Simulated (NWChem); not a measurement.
# C3H8Si; SMILES C/C=C\[SiH3]

Program: NWChem. The geometry was optimised at PBE0/def2-SVP.

### Question
Order these by “highest occupied level (eV)”, lowest first: PBE0/def2-TZVP; PBE/def2-TZVP; CAM-B3LYP/def2-TZVP.

### Answer
CAM-B3LYP/def2-TZVP (-8.79), PBE0/def2-TZVP (-7.49), PBE/def2-TZVP (-6.39)
